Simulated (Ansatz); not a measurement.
## Cost against result

Saddle point of SiH$_{4}$OF$_{2}$, closed shell (SiH₂OF₂ ([OH][SiH]([F])[F]) + H₂ → SiH₂F₂ ([F][SiH2][F]) + H₂O; bonds formed: Si1–H7, O2–H6; bonds broken: Si1–O2, H6–H7), PBE0-D4/def2-TZVP structure:

```
8
angstrom
Si -0.3559 0.4766 -0.1282
O 0.9653 -0.5640 0.6266
F -0.4554 0.3687 -1.7200
F -1.6668 0.9234 0.6657
H 0.4382 1.7165 0.0045
H 0.1293 -1.2620 0.2850
H -0.9260 -1.1033 -0.0256
H 1.8714 -0.5559 0.2920
```

Barriers are electronic and count from the start structure reached by relaxing down the imaginary mode.

Computed with Ansatz 0.2.0 (basis: as named in each row); correlated methods freeze the cores. B3LYP uses VWN-RPA correlation. Extrapolation: Hartree–Fock as exp(−7.88 √X), correlation as X^−2.97.

Times are rough, for one single point on 4 threads of a shared host (Arm Neoverse V2).

The estimate by CCSD(T) at an estimated basis limit (MP2 extrapolated from triple and quadruple zeta, plus CCSD(T) − MP2 in triple zeta) is 256.6 kJ/mol.

```json
{"method": "HF", "basis": "STO-3G", "time (s)": "under 1", "barrier (kJ/mol)": "342.2", "method less estimate": "85.6"}
{"method": "PBE-D4", "basis": "STO-3G", "time (s)": "under 1", "barrier (kJ/mol)": "187.6", "method less estimate": "-68.9"}
{"method": "SPW92", "basis": "def2-SVP", "time (s)": "under 1", "barrier (kJ/mol)": "162.0", "method less estimate": "-94.6"}
{"method": "B3LYP-D4", "basis": "6-31G", "time (s)": "under 1", "barrier (kJ/mol)": "228.3", "method less estimate": "-28.3"}
{"method": "PBE-D4", "basis": "def2-SVP", "time (s)": "under 1", "barrier (kJ/mol)": "195.9", "method less estimate": "-60.6"}
{"method": "PBE0-D4", "basis": "def2-SVP", "time (s)": "under 1", "barrier (kJ/mol)": "213.3", "method less estimate": "-43.2"}
{"method": "SPW92", "basis": "def2-TZVPP", "time (s)": "under 1", "barrier (kJ/mol)": "179.3", "method less estimate": "-77.2"}
{"method": "PBE-D4", "basis": "def2-TZVPP", "time (s)": "1", "barrier (kJ/mol)": "214.9", "method less estimate": "-41.7"}
{"method": "BLYP-D4", "basis": "def2-TZVPP", "time (s)": "1", "barrier (kJ/mol)": "240.9", "method less estimate": "-15.7"}
{"method": "CCSD(T)", "basis": "def2-SVP", "time (s)": "2", "barrier (kJ/mol)": "245.6", "method less estimate": "-11.0"}
{"method": "B3LYP-D4", "basis": "def2-TZVPP", "time (s)": "2", "barrier (kJ/mol)": "250.3", "method less estimate": "-6.2"}
{"method": "PBE0-D4", "basis": "def2-TZVPP", "time (s)": "2", "barrier (kJ/mol)": "231.2", "method less estimate": "-25.4"}
{"method": "BHLYP-D4", "basis": "def2-TZVPP", "time (s)": "2", "barrier (kJ/mol)": "268.8", "method less estimate": "12.3"}
{"method": "CAM-B3LYP-D4", "basis": "def2-TZVPP", "time (s)": "2", "barrier (kJ/mol)": "249.5", "method less estimate": "-7.1"}
{"method": "wB97M-V", "basis": "def2-SVP", "time (s)": "2", "barrier (kJ/mol)": "219.4", "method less estimate": "-37.1"}
{"method": "r2SCAN-D4", "basis": "def2-TZVPP", "time (s)": "2", "barrier (kJ/mol)": "233.4", "method less estimate": "-23.2"}
{"method": "B2PLYP", "basis": "def2-TZVPP", "time (s)": "2", "barrier (kJ/mol)": "255.0", "method less estimate": "-1.6"}
{"method": "RPA on PBE", "basis": "def2-TZVPP", "time (s)": "2", "barrier (kJ/mol)": "254.3", "method less estimate": "-2.2"}
{"method": "r2SCAN0-D4", "basis": "def2-TZVPP", "time (s)": "3", "barrier (kJ/mol)": "243.6", "method less estimate": "-13.0"}
{"method": "PBE-QIDH", "basis": "def2-TZVPP", "time (s)": "3", "barrier (kJ/mol)": "246.4", "method less estimate": "-10.2"}
{"method": "wB97X-V", "basis": "def2-TZVPP", "time (s)": "4", "barrier (kJ/mol)": "245.9", "method less estimate": "-10.6"}
{"method": "B97M-V", "basis": "def2-TZVPP", "time (s)": "4", "barrier (kJ/mol)": "242.7", "method less estimate": "-13.9"}
{"method": "wB97M-V", "basis": "def2-TZVPP", "time (s)": "4", "barrier (kJ/mol)": "243.5", "method less estimate": "-13.1"}
{"method": "MP2", "basis": "def2-QZVPP", "time (s)": "8", "barrier (kJ/mol)": "255.4", "method less estimate": "-1.2"}
{"method": "CCSD(T)", "basis": "def2-TZVPP", "time (s)": "40", "barrier (kJ/mol)": "256.2", "method less estimate": "-0.4"}
```

All methods are single points on the PBE0-D4 structures.

T1 diagnostic: at most 0.013.

Labels in which every atom is bracketed show which atoms are joined, not bond orders.
